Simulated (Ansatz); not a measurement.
BCl2(OH) (BCl₂OH). The state is a singlet with charge 0. Geometry PBE0-D4/def2-TZVP.

```xyz
5

B    -0.298   -0.085    0.043
Cl   -1.521   -1.157    0.673
Cl   -0.772    1.347   -0.867
O     0.992   -0.374    0.266
H     1.599    0.268   -0.115
```

B3LYP takes the VWN-RPA correlation. HSE06 is defined as in plane-wave codes, on full-range PBE exchange.

(1) Estimate the orbital energies around the gap (eV) in Ansatz with PBE-D4/def2-SVP, B97M-V/def2-TZVP, B3LYP-D4/6-31G, HSE06-D4/def2-TZVP, ωB97X-V/def2-TZVP.

## Answers

(1) 
```json
{"orbital": "HOMO−5", "PBE-D4/def2-SVP": "-10.09", "B97M-V/def2-TZVP": "-10.73", "B3LYP-D4/6-31G": "-11.93", "HSE06-D4/def2-TZVP": "-11.61", "ωB97X-V/def2-TZVP": "-14.72"}
{"orbital": "HOMO−4", "PBE-D4/def2-SVP": "-9.18", "B97M-V/def2-TZVP": "-9.99", "B3LYP-D4/6-31G": "-10.66", "HSE06-D4/def2-TZVP": "-10.63", "ωB97X-V/def2-TZVP": "-13.48"}
{"orbital": "HOMO−3", "PBE-D4/def2-SVP": "-8.14", "B97M-V/def2-TZVP": "-8.87", "B3LYP-D4/6-31G": "-9.69", "HSE06-D4/def2-TZVP": "-9.51", "ωB97X-V/def2-TZVP": "-12.43"}
{"orbital": "HOMO−2", "PBE-D4/def2-SVP": "-8.10", "B97M-V/def2-TZVP": "-8.84", "B3LYP-D4/6-31G": "-9.67", "HSE06-D4/def2-TZVP": "-9.50", "ωB97X-V/def2-TZVP": "-12.38"}
{"orbital": "HOMO−1", "PBE-D4/def2-SVP": "-7.82", "B97M-V/def2-TZVP": "-8.58", "B3LYP-D4/6-31G": "-9.25", "HSE06-D4/def2-TZVP": "-9.13", "ωB97X-V/def2-TZVP": "-11.98"}
{"orbital": "HOMO", "PBE-D4/def2-SVP": "-7.34", "B97M-V/def2-TZVP": "-8.10", "B3LYP-D4/6-31G": "-8.85", "HSE06-D4/def2-TZVP": "-8.68", "ωB97X-V/def2-TZVP": "-11.53"}
{"orbital": "LUMO", "PBE-D4/def2-SVP": "-0.91", "B97M-V/def2-TZVP": "-0.86", "B3LYP-D4/6-31G": "-0.60", "HSE06-D4/def2-TZVP": "-0.75", "ωB97X-V/def2-TZVP": "1.95"}
{"orbital": "LUMO+1", "PBE-D4/def2-SVP": "0.41", "B97M-V/def2-TZVP": "-0.02", "B3LYP-D4/6-31G": "1.01", "HSE06-D4/def2-TZVP": "0.18", "ωB97X-V/def2-TZVP": "2.42"}
{"orbital": "LUMO+2", "PBE-D4/def2-SVP": "1.63", "B97M-V/def2-TZVP": "1.12", "B3LYP-D4/6-31G": "1.78", "HSE06-D4/def2-TZVP": "1.30", "ωB97X-V/def2-TZVP": "3.75"}
{"orbital": "LUMO+3", "PBE-D4/def2-SVP": "3.67", "B97M-V/def2-TZVP": "1.86", "B3LYP-D4/6-31G": "4.18", "HSE06-D4/def2-TZVP": "2.08", "ωB97X-V/def2-TZVP": "4.58"}
{"orbital": "LUMO+4", "PBE-D4/def2-SVP": "4.22", "B97M-V/def2-TZVP": "2.88", "B3LYP-D4/6-31G": "6.21", "HSE06-D4/def2-TZVP": "2.97", "ωB97X-V/def2-TZVP": "5.09"}
{"orbital": "LUMO+5", "PBE-D4/def2-SVP": "5.04", "B97M-V/def2-TZVP": "2.98", "B3LYP-D4/6-31G": "9.68", "HSE06-D4/def2-TZVP": "3.10", "ωB97X-V/def2-TZVP": "5.11"}
```
